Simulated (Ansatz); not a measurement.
Calculated with Ansatz (gas phase, PBE0-D4/def2-TZVP geometries, no zero-point term in ΔE). CBS: MP2 limit from def2 TZ/QZ plus the TZ coupled-cluster correction, frozen cores. This one scheme is used for every species. DFT in def2-TZVPP. B3LYP here is the variant with VWN-RPA as its local correlation; programs differ in this. For Ga outer-core shells are correlated without core-valence functions, which leaves a few kJ/mol of doubt a bond. Scalar relativity is left out up to krypton. Each species was taken in one conformer, which may not be the lowest.

Consider the redistribution: `C=[CH][GaH][Cl]` + `S=CB(S)Cl` → `C=[CH][Ga]([Cl])[Cl]` + `S=CBS`.

```json
{"level": "PBE-D4", "ΔE (kJ/mol)": "-45.1"}
{"level": "B3LYP-D4", "ΔE (kJ/mol)": "-49.6"}
{"level": "B2PLYP", "ΔE (kJ/mol)": "-51.1"}
{"level": "CCSD/CBS(def2)", "ΔE (kJ/mol)": "-51.6"}
```

Problem. What does CCSD(T)/CBS give? (An estimate is asked.)

Solution. Ansatz gave: -51.3 kJ/mol. The listed levels differ from it by 6.2, 1.7, 0.2, -0.3 kJ/mol.

Largest T1 diagnostic among the species: 0.017.

From PBE to PBE0 (25 % exact exchange), in def2-TZVPP and without D4, ΔE moves by −3.1 kJ/mol. In def2-TZVPP, CCSD(T) changes the Hartree–Fock value by +8.4 kJ/mol (the triples alone add +0.4 kJ/mol) and MP2 by +10.7 kJ/mol.
